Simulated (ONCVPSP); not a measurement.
## Ranking ONCV potentials for boron (B)

All share these settings but for the change named:

```
Element                 : B
Generator               : ONCVPSP 4.0.1
Type                    : optimised norm-conserving Vanderbilt (ONCV)
Functional              : PBE
Relativity              : non-relativistic
Frozen core             : [He]
Valence charge          : 3
Reference configuration : 2s2 2p1
Partial waves           : 2s: rc 1.50 bohr, ncon 4, nbas 8, qcut 3.8 1/bohr, 1 projector; 2p: rc 2.15 bohr, ncon 4, nbas 9, qcut 6.8 1/bohr, 1 projector; d scattering state at 0.17 Ha: rc 2.10 bohr, ncon 4, nbas 9, qcut 4.8 1/bohr, 2 projectors, debl 3.3 Ha
Local potential         : polynomial inside 1.30 bohr (lpopt 2, dvloc0 0 Ha)
Core correction         : polynomial model core, fcfact 0.5
```

Cutoff: the first of the cutoffs (Ha) at which the residual kinetic energy of the hardest occupied pseudo-wave falls to 1 and 0.1 mHa per electron; the density cutoff is not measured.

The base gives 18 Ha.

Of 8 variants that were run, those that failed, showed a ghost or another fault, or gave nearly equal values are left out.

A variant can come out equal or close to the base.

Question: Rank these variants from softest to hardest (loose cutoff).
A. all radii but the core radius scaled by about 1.24 (s 1.86, p 2.66, d 2.60 bohr); local potential polynomial inside 1.60 bohr (lpopt 2, dvloc0 0 Ha)
B. d: qcut 5.4
C. s: qcut 4.4; p: qcut 7.9; d: qcut 5.6
D. s: qcut 2.9

Answer: A (10 Ha), C (13 Ha), B (18 Ha), D (40 Ha).
